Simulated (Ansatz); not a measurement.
```yaml
crystal:
  periodic: [false, false, false]
  atoms:
    - {symbol: Rb, position_ang: [0.015455, -0.091856, -1.242564]}
    - {symbol: Rb, position_ang: [1.836053, 3.251775, 0.201334]}
    - {symbol: Rb, position_ang: [-3.235332, 1.860286, 0.241209]}
    - {symbol: Rb, position_ang: [-1.846403, -3.190136, 0.632257]}
    - {symbol: Rb, position_ang: [3.224927, -1.798707, 0.592169]}
    - {symbol: H, position_ang: [0.702076, -2.555913, 0.099087]}
    - {symbol: H, position_ang: [-2.561218, -0.711615, -0.093983]}
    - {symbol: H, position_ang: [2.564153, 0.694698, -0.134281]}
    - {symbol: H, position_ang: [-0.699712, 2.541489, -0.295238]}
basis:
  gaussian: {orbitals: def2-TZVPD, fitting: {mean_field: def2-universal-jkfit}}
total_charge: 1
hamiltonian: {xc: {name: r2SCANh}}
scf: {omitted_lower_state_checks: [starts]}
```

```sh
$ ansatz run in.yaml --threads 4 --pin off --events-out ev --progress --plain --max-ram 3916MiB
```

Output, abridged:

```
Functional definition: r2SCANh
627 factors; integrals over basis functions are off by at most 8.1e-1 eV
mean field evaluation 1: about -3334.6734 eV, gradient 3.7e1 eV
mean field evaluation 2: about -3335.8402 eV, gradient 3.1e1 eV
mean field evaluation 4: about -3341.1541 eV, gradient 9.2e-1 eV
mean field evaluation 8: about -3341.1554 eV, gradient 5.6e-3 eV
mean field -3341.15542753 eV, -122.7851972454 hartree, gradient 1.9e-5 eV, S^2 0.000000; 0 other end points of the search recorded, 0 dependent functions left out
reference -3341.15545129 eV, -122.7851981185 hartree; 24, 24 occupied and 177, 177 virtual orbitals, 627 factors
Total energy: -3341.15545129 eV, -122.7851981185 hartree
Checks for a lower state left out: starts
```

It took 5.5 s on 4 threads of AMD EPYC 7B13 on a shared host.

In the def2 sets Rb takes a core potential; there is no spin–orbit coupling.
